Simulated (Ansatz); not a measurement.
## Molecular dynamics of ClH9OSi3

Input:

```yaml
crystal:
  periodic: [false, false, false]
  atoms:
    - { symbol: Si, position_ang: [0.051758, -0.328425, 0.106555] }
    - { symbol: Si, position_ang: [0.201498, 0.266468, 2.783259] }
    - { symbol: H, position_ang: [-1.011518, 0.226248, 3.680114] }
    - { symbol: H, position_ang: [1.406044, 0.043677, 3.664891] }
    - { symbol: H, position_ang: [0.30673, 1.696657, 2.307982] }
    - { symbol: H, position_ang: [1.37906, 0.331617, 0.012012] }
    - { symbol: H, position_ang: [-1.204626, 0.463177, 0.164324] }
    - { symbol: Cl, position_ang: [-0.110699, -1.126771, -1.894518] }
    - { symbol: O, position_ang: [0.018539, -2.002021, 0.812933] }
    - { symbol: Si, position_ang: [-0.17061, -3.647976, 0.210497] }
    - { symbol: H, position_ang: [0.984011, -3.959984, -0.672848] }
    - { symbol: H, position_ang: [-0.139912, -4.450041, 1.467871] }
    - { symbol: H, position_ang: [-1.485526, -3.75007, -0.476766] }
    - { symbol: H, position_ang: [0.083455, -1.504357, 1.785398] }
basis:
  gaussian: { orbitals: cc-pVDZ }
hamiltonian:
  xc: pbe0
  dispersion: d4
md:
  timestep: 0.5
  n_steps: 200
  ensemble: nve
  temperature: 300.0
  initial_velocities: maxwell_boltzmann
  seed: 8570
```

Launched with:

```bash
$ ansatz run input.yaml --threads 4 --pin off --max-ram 5120MiB --backend cpu --events-out ev --progress --plain --runs-dir out
```

It starts at the highest image of a converged band. Of that band: Neighbouring images differ by up to 2.1 eV, so the band resolves the path poorly. A vibrational analysis at the climbing image gives one clearly imaginary mode, 772i cm⁻¹: a first-order saddle point.

Output, in part (step lines, the closing report, with atoms numbered from 0):

```
md step     0: t =     0.00 fs  T =   300.0 K  F+E_penalty+E_count = -38333.25372673 eV  E_kin = 0.465336 eV  conserved = -38332.78839074 eV  (24 SCF iters)
md step     1: t =     0.50 fs  T =   296.7 K  F+E_penalty+E_count = -38333.24852924 eV  E_kin = 0.460178 eV  conserved = -38332.78835097 eV  (29 SCF iters)
md step     2: t =     1.00 fs  T =   286.9 K  F+E_penalty+E_count = -38333.23328966 eV  E_kin = 0.445067 eV  conserved = -38332.78822262 eV  (30 SCF iters)
md step     3: t =     1.50 fs  T =   272.1 K  F+E_penalty+E_count = -38333.21006465 eV  E_kin = 0.422040 eV  conserved = -38332.78802482 eV  (30 SCF iters)
md step     4: t =     2.00 fs  T =   254.1 K  F+E_penalty+E_count = -38333.18199459 eV  E_kin = 0.394203 eV  conserved = -38332.78779168 eV  (30 SCF iters)
md step     5: t =     2.50 fs  T =   235.4 K  F+E_penalty+E_count = -38333.15276958 eV  E_kin = 0.365204 eV  conserved = -38332.78756569 eV  (30 SCF iters)
md step     6: t =     3.00 fs  T =   218.3 K  F+E_penalty+E_count = -38333.12596405 eV  E_kin = 0.338575 eV  conserved = -38332.78738865 eV  (30 SCF iters)
md step     7: t =     3.50 fs  T =   204.4 K  F+E_penalty+E_count = -38333.10437969 eV  E_kin = 0.317088 eV  conserved = -38332.78729201 eV  (30 SCF iters)
[... lines left out ...]
Total energy: -38333.97216977 eV, -1408.7474935395 hartree
Atom 0 at     0.006551     0.469742     0.032452 Å, force     0.295454    -0.572107    -1.793877 eV/Å
Atom 1 at     0.168723     0.265796     2.365087 Å, force    -0.664055     0.119159     0.695278 eV/Å
Atom 2 at    -1.155700    -0.214925     2.914685 Å, force     0.278557    -0.307903    -0.225299 eV/Å
Atom 3 at     1.341255    -0.486962     2.925720 Å, force    -0.115675     0.044432    -0.223800 eV/Å
Atom 4 at     0.146293     1.667202     2.977934 Å, force     0.330006    -0.199419    -0.484349 eV/Å
Atom 5 at     1.176189     1.136810    -0.652010 Å, force    -0.035193     0.037174     0.461988 eV/Å
Atom 6 at    -1.193899     1.226591    -0.457875 Å, force    -0.063210    -0.013993     0.389888 eV/Å
Atom 7 at    -0.079017    -1.270516    -1.352135 Å, force    -0.071351     1.284609     0.734468 eV/Å
Atom 8 at     0.258358    -2.687711     1.161278 Å, force     0.034383    -0.747716    -0.107701 eV/Å
Atom 9 at    -0.258980    -3.815069    -0.058044 Å, force     1.232846     0.124225    -0.025725 eV/Å
Atom 10 at     0.769693    -3.959504    -1.222373 Å, force    -0.913167     0.312281     0.510056 eV/Å
Atom 11 at    -0.092963    -5.183241     0.527431 Å, force    -0.274427    -0.149910     0.365256 eV/Å
Atom 12 at    -1.691518    -3.514064    -0.320723 Å, force     0.039832    -0.156779    -0.288643 eV/Å
Atom 13 at     0.732651    -3.200688     1.834333 Å, force    -0.073999     0.225946    -0.007540 eV/Å
Dipole moment:     0.102867     0.125597     0.423554 e Å
```

The steps, from the saved trajectory:

| time (fs) | T (K) | potential energy less start (eV) | conserved less start (meV/atom) |
| --- | --- | --- | --- |
| 0 | 300 | 0.000 | 0.00 |
| 3 | 218 | 0.128 | 0.07 |
| 6 | 190 | 0.171 | 0.04 |
| 9 | 164 | 0.211 | 0.05 |
| 12 | 175 | 0.194 | 0.08 |
| 15 | 306 | -0.009 | 0.02 |
| 18 | 339 | -0.060 | 0.06 |
| 21 | 361 | -0.094 | 0.02 |
| 24 | 314 | -0.021 | 0.05 |
| 27 | 274 | 0.042 | 0.08 |
| 30 | 342 | -0.065 | 0.02 |
| 33 | 369 | -0.106 | 0.06 |
| 36 | 405 | -0.162 | 0.02 |
| 39 | 364 | -0.098 | 0.03 |
| 42 | 268 | 0.050 | 0.06 |
| 45 | 227 | 0.113 | 0.05 |
| 48 | 253 | 0.073 | 0.06 |
| 51 | 359 | -0.090 | 0.04 |
| 54 | 454 | -0.238 | 0.04 |
| 57 | 503 | -0.314 | 0.02 |
| 60 | 481 | -0.280 | 0.04 |
| 63 | 462 | -0.250 | 0.06 |
| 66 | 492 | -0.298 | 0.04 |
| 69 | 542 | -0.375 | 0.04 |
| 72 | 577 | -0.429 | 0.04 |
| 75 | 563 | -0.407 | 0.04 |
| 78 | 522 | -0.344 | 0.04 |
| 81 | 502 | -0.313 | 0.07 |
| 84 | 576 | -0.427 | 0.06 |
| 87 | 711 | -0.637 | 0.03 |
| 90 | 812 | -0.794 | 0.03 |
| 93 | 860 | -0.869 | 0.03 |
| 96 | 819 | -0.804 | 0.04 |
| 99 | 766 | -0.722 | 0.05 |

All steps were run. The conserved energy stayed within 0.085 meV per atom of its start (net change 0.047 meV per atom), so the integration is sound. The kinetic energy rose, since the run started high on the potential surface and went downhill. It ends in pieces (ClH5Si2 + H4OSi), so much of that is their flight and rotation, not heat. A run of 0.1 ps of so small a system gives no equilibrium averages. The orbitals stay closed-shell, which can raise the energy where a bond breaks towards radicals; this wasn't checked here.

Between its relaxed ends the band would form Si1–O9, Si2–H14 and break Si1–Si2, O9–H14. These pairs go: Si1–O9 1.82 → 3.36 Å, Si2–H14 2.04 → 3.55 Å, Si1–Si2 2.75 → 2.35 Å, O9–H14 1.09 → 0.97 Å. In the last frame they stand as before the step (other bonds may differ from the relaxed reactants and products). It ends as ClH5Si2 + H4OSi. Pairs count as bonded within 1.25 times the sum of covalent radii (0.12 Å more for H–H).

Last frame:

```xyz
14
Properties=species:S:1:pos:R:3
Si 0.007 0.470 0.033
Si 0.169 0.266 2.365
H -1.156 -0.215 2.915
H 1.341 -0.487 2.926
H 0.146 1.667 2.978
H 1.176 1.137 -0.652
H -1.194 1.227 -0.458
Cl -0.079 -1.270 -1.352
O 0.258 -2.688 1.161
Si -0.259 -3.815 -0.058
H 0.770 -3.959 -1.222
H -0.093 -5.183 0.527
H -1.692 -3.514 -0.321
H 0.733 -3.201 1.834
```

Run time: 7.7 min on 4 threads of Arm Neoverse V2 (shared host), peak memory 0.39 GiB.
